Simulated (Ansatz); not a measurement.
Geometry optimisation, RKS CAM-B3LYP/def2-SVP in Ansatz.

Input:

```yaml
crystal:
  periodic: [false, false, false]
  atoms:
    - { symbol: B, position_ang: [-0.9589, 1.5341, -0.0095] }
    - { symbol: Sn, position_ang: [0.6851, 0.1881, -0.3557] }
    - { symbol: B, position_ang: [0.1509, -1.7924, 0.4795] }
    - { symbol: F, position_ang: [1.01849, -2.82884, 0.45548] }
    - { symbol: H, position_ang: [-1.5513, 2.0689, -0.9608] }
    - { symbol: H, position_ang: [-1.3699, 1.8297, 1.0766] }
    - { symbol: H, position_ang: [2.1476, 0.8186, 0.4385] }
    - { symbol: H, position_ang: [1.0238, 0.0511, -2.0797] }
    - { symbol: H, position_ang: [-0.96874, -1.91767, 0.99021] }
basis:
  gaussian: { orbitals: def2-SVP }
hamiltonian:
  xc: cam_b3lyp
relax:
  f_tol: 0.015
  max_steps: 40
```

Command:

```bash
$ ansatz run input.yaml --threads 2 --pin off --max-ram 3072MiB --backend cpu --events-out ev --progress --plain --runs-dir out
```

Q: Where does it end, and by what steps?

A: It did not converge within its limit. The force dipped under the threshold on the way, but the program's further checks kept it going. After 39 steps the energy has fallen by 0.253 eV; F4 moved furthest, 1.42 Å.

| step | energy less start (eV) | largest force component (eV/Å) | accepted |
| --- | --- | --- | --- |
| 0 | 0.0000 | 1.699 | yes |
| 2 | -0.0691 | 1.782 | no |
| 4 | -0.2242 | 0.124 | yes |
| 6 | -0.2327 | 0.062 | yes |
| 8 | -0.2162 | 0.874 | no |
| 10 | -0.2402 | 0.243 | yes |
| 12 | -0.2451 | 0.015 | yes |
| 14 | -0.2465 | 0.026 | yes |
| 16 | -0.2481 | 0.042 | yes |
| 18 | -0.2363 | 0.685 | no |
| 20 | -0.2494 | 0.137 | no |
| 22 | -0.2506 | 0.008 | yes |
| 24 | -0.2512 | 0.071 | yes |
| 26 | -0.2517 | 0.054 | yes |
| 28 | -0.2514 | 0.084 | no |
| 30 | -0.2521 | 0.081 | yes |
| 32 | -0.2524 | 0.026 | yes |
| 34 | -0.2525 | 0.055 | yes |
| 36 | -0.2526 | 0.057 | yes |
| 38 | -0.2525 | 0.088 | no |
| 39 | -0.2528 | 0.016 | yes |

```xyz
9
Properties=species:S:1:pos:R:3
B -1.050 1.594 -0.193
Sn 0.744 0.239 -0.225
B 0.186 -1.846 0.496
F -0.122 -2.777 -0.381
H -1.709 1.778 -1.184
H -1.394 2.132 0.829
H 1.957 0.850 0.824
H 1.424 0.143 -1.796
H 0.142 -2.161 1.665
```

The run took 110 s on 2 threads of Arm Neoverse V1 (shared host), peak memory 0.23 GiB.
